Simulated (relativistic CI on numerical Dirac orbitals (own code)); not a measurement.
Fe4+ (3d4) in a crystal field

Calculated by Dirac-Coulomb-Breit CI, orbitals from a KLI potential per configuration, model QED, valence Slater integrals scaled by 0.85, one configuration in a parametric crystal field (own radial code).

Field parameters in Wybourne normalisation: D3d B²₀ = −7Dσ, B⁴₀ = −14Dq − 21Dτ, B⁴₃ = −14√(10/7) Dq; D4h B²₀ = −7Ds, B⁴₀ = 21(Dq − Dt), B⁴₄ = 21√(5/14) Dq; Oh B⁴₀ = 21Dq, B⁴₄ = √(5/14) B⁴₀; Td as Oh with Dq negative (B⁴₀ = 21Dq, B⁴₄ = √(5/14) B⁴₀). The field is a parameter set, without covalency.

S is read from ⟨S²⟩ = S(S + 1).

Powder χT (cm³ K mol⁻¹) by Van Vleck's formula, with temperature-independent terms:

```
                                       Field     2 K     5 K   10 K   20 K   50 K  100 K  200 K  300 K
  D3d, 10Dq = 19550, Dσ = 920, Dτ = 310 cm⁻¹   0.215   0.538   1.06   1.83   2.58   2.81   2.89   2.91
  D3d, 10Dq = 24100, Dσ = 510, Dτ = 200 cm⁻¹   0.106   0.266  0.532   1.03   1.72   2.03   2.35   2.51
D3d, 10Dq = 30550, Dσ = -430, Dτ = -380 cm⁻¹  0.0442   0.111  0.221   0.44  0.936   1.28   1.46   1.48
 D4h, 10Dq = 12250, Ds = 1310, Dt = 380 cm⁻¹    1.95    2.11   2.35   2.63   2.83   2.88    2.9   2.91
                       Oh, 10Dq = 11600 cm⁻¹    0.35   0.873   1.61    2.3   2.73   2.84   2.88    2.9
                       Oh, 10Dq = 14850 cm⁻¹   0.344   0.857   1.59   2.31   2.76   2.86    2.9   2.92
                       Oh, 10Dq = 39500 cm⁻¹  0.0212  0.0531  0.106  0.212  0.531   1.02   1.53   1.66
                      Td, 10Dq = -17750 cm⁻¹  0.0863   0.216  0.431  0.835   1.43   1.68   1.97   2.21
```

Problem. For D3d, 10Dq = 30550, Dσ = -430, Dτ = -380 cm⁻¹: what effective moment follows at 300 K?

Solution. μ_eff = √(8χT) = 3.44 μB. The ground level has S = 1.05; the spin-only moment for S = 1 is 2.83 μB. The difference comes from the orbital moment, spin-orbit mixing of terms and temperature-independent paramagnetism, all larger in this ionic model than in covalent complexes. The ground level is a non-magnetic singlet, so χT starts at zero and rises through temperature-independent paramagnetism and the filling of excited levels.
